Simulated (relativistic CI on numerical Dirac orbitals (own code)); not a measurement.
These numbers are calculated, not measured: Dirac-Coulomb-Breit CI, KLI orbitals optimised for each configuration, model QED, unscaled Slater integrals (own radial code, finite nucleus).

The strongest absorption lines from the ground level of an ion, among the configurations computed and to levels below about 277 eV (vacuum wavelength in Å, gf): 46.218 (0.00029), 98.834 (0.0061), 109.88 (0.0032), 117.55 (0.55), 120.15 (0.15), 133.51 (0.14), 157.03 (0.035), 185.35 (0.095).

(1) Which ion is it?
A. As XX
B. Y XXVI
C. Rb XXIV
D. Br XXII

## Answers

(1) D. Br XXII has 14 electrons and the ground level 3s2 3p2 3P_0; the strongest line goes to 3s2 3p 3d 3D°_1. The pattern of lines fixes the number of electrons, and along that sequence the line energies rise steadily with the charge (about as its square where n changes within one kind of shell, about linearly where n is kept but much faster in heavy ions where fine structure, which grows about as Z⁴, sets the gap, and irregularly where shells cross), which fixes Z. Configurations outside the model, such as inner-shell arrays, can give stronger lines. At this charge energies of transitions that change n are usually good to better than 1 %, and those within a shell (Δn = 0) to a few per cent.

LS names give the leading component of a level, which can be under half, so a name can repeat, a term be missing and a line seem to break the LS rules.
